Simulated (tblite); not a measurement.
C6H12N (doublet state).
SMILES with atom numbers: `[CH3:1][CH2:2][N:3]1[CH:4][CH2:5][C@@H:6]1[CH3:7]` (hydrogens: H8, H9, H10 on C1; H11, H12 on C2; H13 on C4; H14, H15 on C5; H16 on C6; H17, H18, H19 on C7)

Structure optimised with GFN2-xTB, isolated species. This method treats the open shell by occupation alone, without spin polarisation.

Task: List the bond lengths, angles and torsions at this level.

Result: 
```csv
bond,length (Å)
C1–C2,1.533
C2–N3,1.433
N3–C4,1.400
C4–C5,1.500
C5–C6,1.543
C6–C7,1.519
N3–C6,1.460
"C1–H8, C1–H9, C1–H10",1.087
C2–H11,1.095
C2–H12,1.095
C4–H13,1.076
C5–H14,1.094
C5–H15,1.091
C6–H16,1.097
"C7–H17, C7–H18, C7–H19",1.088
```

Bonds in one row agree within 0.01 Å and their mean is given. A selection of angles:
```csv
angle,degrees
C2–C1–H8,109.5
C2–C1–H9,110.8
H8–C1–H9,108.7
C1–C2–N3,114.0
C1–C2–H11,109.1
C1–C2–H12,109.9
N3–C2–H11,107.3
N3–C2–H12,108.0
H11–C2–H12,108.5
C2–N3–C4,126.8
C2–N3–C6,126.4
C4–N3–C6,92.4
N3–C4–C5,92.2
N3–C4–H13,122.5
C5–C4–H13,129.7
C4–C5–C6,85.5
C4–C5–H14,116.2
C4–C5–H15,115.9
C6–C5–H14,113.8
C6–C5–H15,115.5
H14–C5–H15,108.6
C5–C6–C7,117.2
C5–C6–H16,112.9
C7–C6–H16,110.1
N3–C6–C5,88.2
N3–C6–C7,113.6
N3–C6–H16,113.4
C6–C7–H17,109.9
C6–C7–H18,110.6
H17–C7–H18,108.7
```

Dihedral angles: C1–C2–N3–C4 -62° (synclinal); C2–N3–C4–C5 151° (antiperiplanar); N3–C4–C5–C6 -10° (synperiplanar); C4–C5–C6–C7 125° (anticlinal); C2–N3–C6–C5 -151° (antiperiplanar).

The 3 C–N bonds span 1.400 Å (N3–C4, drawn single) to 1.460 Å (N3–C6, drawn single), a spread of 0.060 Å. C4 (carbon bonded to C, N and H) is pyramidal (angles 129.7°, 122.5° and 92.2°, sum 344.4°, 0.28 Å off the plane of its three neighbours). The 4-membered ring N3–C4–C5–C6 has internal angles of 85.5° to 92.4°; it is slightly puckered (a soft mode that the optimisation may not have finished), 0.06 Å rms from its mean plane, widest ring torsion 10°. The C–C distances run from 1.500 Å (C4–C5, drawn single) to 1.543 Å (C5–C6, drawn single), a spread of 0.043 Å. Of the pairs four or more bonds apart, C4···H8 is among the closest relative to their van der Waals radii: 2.90 Å, 100 % of the sum of Bondi's values. N3 (nitrogen bonded to 3 C) is pyramidal (angles 126.8°, 126.4° and 92.4°, sum 345.6°, 0.31 Å off the plane of its three neighbours).

Point group: C1 (no symmetry element, even within 0.4 Å). Its GFN2-xTB frequencies are all real (lowest 63 cm⁻¹). 2 starts were optimised and ended at 0.00 and 0.76 kcal/mol (GFN2-xTB); the lowest of these is shown.

One conformer stands for the species.

All values are computed, not measured.
